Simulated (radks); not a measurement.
Values are calculated unless marked as measured or tabulated.
Ru I, 44 electrons, occupied as [Kr] 4d7 5s1.

Code: a radial shooting solver on a logarithmic mesh with Libxc functionals. Model: scalar-relativistic Kohn-Sham, Slater X-alpha with alpha = 0.585, spin-unpolarised, spherical densities, point nucleus.

Energy parts (hartree):
total: -4506.89923
kinetic: 4662.31249
electron-nucleus: -10895.47467
Hartree: 1835.28105
exchange: -109.01810

Orbitals (lengths in bohr, moments of r in powers of bohr; r(90%) holds 90 % of the orbital's charge):
orbital  occ.  eigenvalue (hartree)      <r^4>  r(90%)   <1/r>
1s          2             -803.3128  5.948e-06  0.0600   45.79
2s          2             -115.2196   0.001086   0.226   10.34
2p          6             -103.1755  0.0007778   0.207   10.04
3s          2             -20.13227    0.05423   0.597   3.578
3p          6             -16.18848    0.05908   0.611   3.408
3d         10              -9.82884    0.06119   0.616   3.180
4s          2              -2.71408      2.136    1.49   1.345
4p          6              -1.61992      3.519    1.69   1.196
4d          7              -0.12694      41.66    2.96  0.7876
5s          1              -0.11946      369.9    5.39  0.3670

The highest occupied level is 5s at -3.251 eV. For comparison, the ionisation energy in NIST's Atomic Spectra Database is 7.361 eV (measured). In exact Kohn-Sham theory the highest level is minus the ionisation energy, but local and semilocal functionals leave it too shallow, through self-interaction and a potential that decays too fast; potentials with the right tail come closer. Summed over all electrons, <r^2> = 57.27 bohr^2, which gives a Langevin (diamagnetic) susceptibility term of -45.4 x 10^-6 cm^3/mol. The density falls to 0.001 e/bohr^3 at r = 4.62 bohr.

Beside tabulated values, note that spin-unpolarised runs miss the spin-polarisation part of the exchange energy of open shells.
